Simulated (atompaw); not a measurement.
## Building the PAW (atompaw) potential for iron (PBEsol, scalar-relativistic).

```json
{
  "Element": "iron",
  "Generator": "atompaw 4.2.0.5",
  "Type": "PAW",
  "Functional": "PBEsol",
  "Relativity": "scalar-relativistic",
  "Frozen core": "[Ar]",
  "Valence charge": "8",
  "Reference configuration": "3d6 4s1 4p1",
  "Partial waves": "4s (bound); 4s channel at 3.05 Ry; 4p (bound); 4p channel at 2.05 Ry; 3d (bound); 3d channel at 0.9 Ry",
  "Local potential": "ultrasoft scheme with l = 3 at 0 Ry, radius 2.50 bohr",
  "Core correction": "smooth core density matched at 1.90 bohr",
  "Augmentation charge": "besselshape compensation charge, radius 2.40 bohr; PAW radius 3.00 bohr; waves and projectors: bloechl"
}
```

All-electron outer shells of the reference configuration (PBEsol, scalar-relativistic, ld1.x):

```csv
shell,level (eV),outermost node (bohr),outermost maximum (bohr)
3s,-95.50,0.33,0.70
3p,-61.66,0.30,0.72
3d,-9.20,–,0.71
4s,-6.37,1.00,2.38
4p,-2.12,1.10,3.17
```

What the tests gave:

```json
{
 "Cutoffs needed": "21 Ry and 30 Ry (the cutoffs (Ry, on a coarse ladder) from which the occupation-weighted sum of valence levels, in a spherical-Bessel basis at the reference potential, stays within 10 and 1 mRy of its value at 400 Ry)",
 "Ghost test": "no extra level below or beside the all-electron valence levels (s, p, d, f tested) (spherical-Bessel basis up to 400 Ry, 20 bohr box)",
 "Lowest eigenvalue of the overlap operator": "0.45 (s channel)",
 "Overlap eigenvalues printed by atompaw (projector basis)": "0.11, 0.222, 1.26, 2.05, 5.6, 24.8",
 "Share of each valence orbital outside the PAW sphere": "4s 40 %, 4p 70 %, 3d 2 %"
}
```

Generation and tests took about 9.9 s on one core of a shared server CPU.
